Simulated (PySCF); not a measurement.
Nb(S)(F)(NH2)2 (FH4N2NbS), SMILES [Nb]([NH2])([F])([NH2])=[S], multiplicity 1.

Geometry optimised at r2SCAN-D4/def2-SVP. The spin state was assumed, not searched. The structure was generated by enumeration; whether it is a known compound was not checked. The def2 effective core potentials stand for the cores of Nb; spin–orbit coupling is left out. The values are those of a single conformer.

These are TDA-PBE/def2-SVPD (PySCF) values and carry that method's errors.

Vertical excitations.  State labels are in the subgroup Cs.

```json
[
 {"state": "S1", "symmetry": "A\"", "energy (eV)": "3.86", "λ (nm)": "321", "f": "0.000", "main pairs": "HOMO→LUMO 91 %"},
 {"state": "S2", "symmetry": "A'", "energy (eV)": "4.05", "λ (nm)": "306", "f": "0.006", "main pairs": "HOMO−1→LUMO 66 %, HOMO→LUMO+1 29 %"},
 {"state": "S3", "symmetry": "A\"", "energy (eV)": "4.23", "λ (nm)": "293", "f": "0.003", "main pairs": "HOMO−1→LUMO+1 88 %"},
 {"state": "S4", "symmetry": "A'", "energy (eV)": "4.34", "λ (nm)": "286", "f": "0.012", "main pairs": "HOMO−2→LUMO 57 %, HOMO→LUMO+1 33 %"},
 {"state": "S5", "symmetry": "A\"", "energy (eV)": "4.50", "λ (nm)": "275", "f": "0.006", "main pairs": "HOMO−2→LUMO+1 72 %, HOMO−4→LUMO 16 %"},
 {"state": "S6", "symmetry": "A'", "energy (eV)": "4.77", "λ (nm)": "260", "f": "0.021", "main pairs": "HOMO−2→LUMO 25 %, HOMO→LUMO+1 20 %, HOMO−1→LUMO 14 %, HOMO−3→LUMO+1 11 %"},
 {"state": "S7", "symmetry": "A\"", "energy (eV)": "4.82", "λ (nm)": "257", "f": "0.003", "main pairs": "HOMO−3→LUMO 72 %, HOMO−1→LUMO+2 21 %"},
 {"state": "S8", "symmetry": "A\"", "energy (eV)": "4.90", "λ (nm)": "253", "f": "0.001", "main pairs": "HOMO−4→LUMO 51 %, HOMO−1→LUMO+2 32 %, HOMO−3→LUMO 12 %"},
 {"state": "S9", "symmetry": "A'", "energy (eV)": "5.00", "λ (nm)": "248", "f": "0.008", "main pairs": "HOMO→LUMO+2 84 %"},
 {"state": "S10", "symmetry": "A\"", "energy (eV)": "5.12", "λ (nm)": "242", "f": "0.041", "main pairs": "HOMO−1→LUMO+2 41 %, HOMO−4→LUMO 19 %, HOMO−2→LUMO+2 18 %, HOMO−2→LUMO+1 11 %"},
 {"state": "T1", "symmetry": "A'", "energy (eV)": "3.40", "λ (nm)": "365", "f": "0", "main pairs": "HOMO−1→LUMO 56 %, HOMO−2→LUMO 22 %, HOMO→LUMO+1 19 %"},
 {"state": "T2", "symmetry": "A\"", "energy (eV)": "3.55", "λ (nm)": "349", "f": "0", "main pairs": "HOMO→LUMO 87 %"},
 {"state": "T3", "symmetry": "A'", "energy (eV)": "3.67", "λ (nm)": "338", "f": "0", "main pairs": "HOMO→LUMO+1 71 %, HOMO−1→LUMO 26 %"},
 {"state": "T4", "symmetry": "A'", "energy (eV)": "3.83", "λ (nm)": "323", "f": "0", "main pairs": "HOMO−2→LUMO 75 %, HOMO−1→LUMO 17 %"}
]
```
Triplets are in the Tamm–Dancoff approximation.
